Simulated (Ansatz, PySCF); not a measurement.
Dissociation curve of H5NSi, SMILES N[SiH3]. The Si1–N5 bond (Si1 also carries H, H, H; N5 carries H, H) is varied alone, starting from the PBE0/def2-TZVP optimised geometry.

RKS-B3LYP/LANL2DZ = PySCF 2.14.0 with restricted B3LYP/LANL2DZ, with its core potentials past Ne; UHF/cc-pVTZ (Ansatz, a first-principles code); UCCSD(T) = CCSD(T) on UHF/cc-pVTZ, frozen core in Ansatz.

Energies relative to the lowest point of each curve near equilibrium, in eV:

```csv
R / Å,RKS-B3LYP/LANL2DZ,UHF
1.56,0.718,0.499
1.63,0.269,0.138
1.72,0.022,0.000
1.76,0.000,0.025
1.87,0.131,0.277
1.97,0.412,0.659
2.12,0.983,1.370
2.64,3.106,3.462
2.87,3.853,3.544
4.64,5.877,3.366
5.26,6.025,3.366
6.09,6.128,3.367
```

Question: Estimate the UCCSD(T) values at these points.

Answer: 1.56: 0.546; 1.63: 0.166; 1.72: 0.000; 1.76: 0.011; 1.87: 0.221; 1.97: 0.562; 2.12: 1.204; 2.64: 3.496; 2.87: 4.204; 4.64: 4.525; 5.26: 4.531; 6.09: 4.535 (eV).

The restricted form behind RKS-B3LYP/LANL2DZ keeps the bonding electrons paired and can't separate into open-shell fragments. The unrestricted determinant behind UHF, UCCSD(T) is spin-contaminated at 2.64 to 6.09 Å (<S²> up to 1.0, against 0.00 for a pure singlet).
